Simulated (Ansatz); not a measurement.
Program: Ansatz. Geometries: PBE0-D4/def2-TZVP. ΔE: electronic, gas phase. CBS: MP2 limit from def2 TZ/QZ plus the TZ coupled-cluster correction, frozen cores. This one scheme is used for every species. DFT in def2-TZVPP. B3LYP here is the variant with VWN-RPA as its local correlation; programs differ in this. Each species was taken in one conformer, which may not be the lowest.

Reaction (ligand exchange at the Al–N bond): `O=C=[N][AlH][F]` + `CC(C)N` → `CC(C)[NH][AlH][F]` + `N=C=O`

`O=C=[N][AlH][F]`:

```xyz
6

O    -1.166    0.981    2.480
C    -0.696    0.576    1.495
N    -0.212    0.153    0.486
Al    0.489   -0.432   -1.013
F     0.467    0.576   -2.307
H     1.118   -1.854   -1.141
```

`CC(C)N`:

Z-matrix (Å, degrees):
```
C
C 1 1.517
H 1 1.094 2 111.2
H 1 1.093 2 110.1 3 119.6
H 1 1.092 2 111.0 3 -119.9
C 2 1.517 1 111.4 3 179.9
N 2 1.458 1 108.8 3 -60.1
H 2 1.104 1 107.8 3 61.7
H 6 1.094 2 111.2 1 -179.8
H 6 1.092 2 111.0 1 -59.9
H 6 1.093 2 110.1 1 60.5
H 7 1.013 2 110.6 1 60.0
H 7 1.013 2 110.6 1 178.4
```

`CC(C)[NH][AlH][F]`:

Z-matrix (Å, degrees):
```
C
C 1 1.522
H 1 1.093 2 111.3
H 1 1.092 2 110.8 3 120.9
H 1 1.095 2 110.3 3 -119.6
C 2 1.522 1 111.1 3 57.1
N 2 1.454 1 111.4 3 -178.1
H 2 1.098 1 107.9 3 -61.0
H 6 1.095 2 110.3 1 62.6
H 6 1.093 2 111.3 1 -57.0
H 6 1.092 2 110.8 1 -178.0
Al 7 1.758 2 127.3 1 117.8
H 7 1.011 2 111.7 1 -62.2
F 12 1.652 7 118.1 2 179.9
H 12 1.571 7 122.0 2 -0.1
```

`N=C=O`:

Cartesian coordinates in Å:
```
N -0.137 -0.714 0.239
C -0.013 0.480 0.105
O 0.055 1.639 0.107
H 0.096 -1.405 -0.452
```

Problem. Is it downhill or uphill in electronic energy at CCSD(T)/CBS, and by how much? (An estimate is asked.)

Solution. Computed: Uphill: ΔE = +0.53 eV.

Problem. What do these levels give: B3LYP-D4, ωB97M-V, PBE0, B3LYP, HF/def2-TZVPP, CCSD/def2-TZVPP, CCSD(T)/def2-TZVPP, HF/def2-QZVPP, MP2/def2-QZVPP, SCS-MP2/def2-QZVPP, HF/CBS(def2), MP2/CBS(def2)? (Estimate.)

Solution. Ansatz gave: B3LYP-D4 0.52, ωB97M-V 0.53, PBE0 0.54, B3LYP 0.56, HF/def2-TZVPP 0.75, CCSD/def2-TZVPP 0.57, CCSD(T)/def2-TZVPP 0.53, HF/def2-QZVPP 0.75, MP2/def2-QZVPP 0.54, SCS-MP2/def2-QZVPP 0.56, HF/CBS(def2) 0.75, MP2/CBS(def2) 0.54 eV.

Largest T1 diagnostic among the species: 0.018.

The D4 term adds −0.04 eV with B3LYP and −0.03 eV with PBE0; it sums over pairs of atoms, weighted by their polarisabilities, and B3LYP, whose exchange is more repulsive, gets the larger term. In def2-TZVPP, CCSD(T) changes the Hartree–Fock value by −0.22 eV (the triples alone add −0.04 eV) and MP2 by −0.21 eV.
